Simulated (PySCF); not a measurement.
## Electrostatic potential from atomic charges

Species: `O=S(=O)(O)[C@H]1OC[SiH2]1`. Coordinates (GFN2-xTB, Å) and charges (e) from the PBE0/pcSseg-1 density (PySCF):

```tsv
atom	x	y	z	Mulliken	IAO	Hirshfeld	ESP-fitted
O1	2.366	0.740	-1.265	-0.4969	-0.8609	-0.3060	-0.4822
S2	1.533	0.412	-0.155	+1.2216	+2.1468	+0.5324	+1.0661
O3	0.929	1.487	0.585	-0.5455	-0.8919	-0.2949	-0.5165
O4	2.404	-0.477	0.858	-0.4381	-0.7176	-0.2032	-0.5290
C5	0.185	-0.684	-0.605	-0.3247	-0.3832	-0.0605	-0.2653
O6	-0.338	-1.097	0.640	-0.4926	-0.3988	-0.1455	-0.3146
C7	-1.454	-0.199	0.827	-0.2059	-0.3220	-0.0883	-0.0514
Si8	-1.281	0.497	-0.962	+0.6205	+0.7310	+0.3629	+0.4159
H9	1.887	-0.654	1.649	+0.2661	+0.3880	+0.1803	+0.4272
H10	0.569	-1.507	-1.200	+0.1718	+0.1793	+0.0594	+0.1935
H11	-2.338	-0.780	1.099	+0.1475	+0.1533	+0.0446	+0.0889
H12	-1.233	0.509	1.628	+0.1567	+0.1608	+0.0363	+0.0825
H13	-1.043	1.905	-1.204	-0.0152	-0.0749	-0.0492	-0.0337
H14	-2.186	-0.152	-1.918	-0.0654	-0.1099	-0.0686	-0.0814
```

Points outside the species (Å): A (1.3, 0.3, 8.8); B (-5.3, 1.8, 0.8); C (4.6, -1.0, 3.8).

Task: Find the potential V = 14.3996 V·Å × Σ q/r of each set of charges at these points.

Result: In volts:

| point | nearest atom | distance (Å) | Mulliken | IAO | Hirshfeld | ESP-fitted |
| --- | --- | --- | --- | --- | --- | --- |
| A | H9 | 7.24 | -0.057 | -0.025 | +0.004 | +0.033 |
| B | H11 | 3.94 | +0.499 | +0.455 | +0.215 | +0.346 |
| C | H9 | 3.48 | -0.233 | -0.151 | -0.008 | -0.007 |

Task: How far are the other sets from the ESP-fitted one at these points?

Result: Root-mean-square difference: Hirshfeld 0.077 V, IAO 0.109 V, Mulliken 0.166 V. The ESP scheme is a least-squares fit of atom-centred charges to the potential on four shells outside the van der Waals surface, with the total charge fixed.

Task: What energy would a point charge of +3 e have at B in the field of the ESP charges, leaving out polarisation?

Result: +1.039 eV = +100.2 kJ/mol, a repulsion.

Geometry: GFN2-xTB, one conformer, isolated molecule.

Conformer computed: `[O:1]=[S:2](=[O:3])([OH:4])[C@H:5]1[O:6][CH2:7][SiH2:8]1`: O1–S2–C5–O6 169°, H–O4–S2–O1 176°.
